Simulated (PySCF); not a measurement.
Gas-phase reaction: 2 Sb + 5 Cl₂ ⇌ 2 SbCl₅

Energies from PySCF (xtb for GFN2), thermal terms from the rigid-rotor harmonic-oscillator model, ideal gas at 1 bar. † marks an energy on the PBE0/def2-TZVP geometry and frequencies; other levels use their own. MP2 freezes the core. Open shells (unrestricted): Sb (multiplicity 4); the rest are closed-shell singlets. GFN2 has no spin-polarisation term. B3LYP is the form with VWN-RPA correlation. Sb: scalar-relativistic def2 core potential, no spin-orbit coupling. MP2 isn't extrapolated to the basis-set limit; its ΔH°(298 K) is -1289.5 kJ in def2-SVP and -1334.1 kJ in def2-TZVPP. The harmonic model lacks anharmonicity and excited electronic states, which grow with temperature; levels with a mode under 35 cm⁻¹ are left out. Soft modes under 120 cm⁻¹ make the harmonic entropy rough for SbCl₅.

| level | ΔE electronic, kJ | ΔH°(298 K), kJ | ΔS°(298 K), J/K | ΔG°(2500 K), kJ |
|---|---|---|---|---|
| B3LYP/def2-TZVP† | -1247 | -1235 | -664 | 311 |
| BLYP/def2-TZVP† | -1214 | -1202 | -664 | 344 |
| GFN2-xTB | -1350 | -1340 | -614 | 77 |
| HF/def2-TZVP† | -1007 | -995 | -664 | 551 |
| MP2/def2-SVP† | -1301 | -1290 | -664 | 257 |
| MP2/def2-TZVPP† | -1346 | -1334 | -664 | 212 |
| PBE/def2-TZVP† | -1308 | -1296 | -664 | 250 |
| PBE0/def2-TZVP | -1314 | -1302 | -664 | 244 |
| r2SCAN/def2-TZVP† | -1390 | -1378 | -664 | 168 |
| LDA/def2-TZVP† | -1522 | -1510 | -664 | 36 |
| ωB97M-V/def2-TZVP† | -1340 | -1328 | -664 | 218 |
ΔH° is lowest at LDA/def2-TZVP† and highest at HF/def2-TZVP†. No reference value is set beside these.
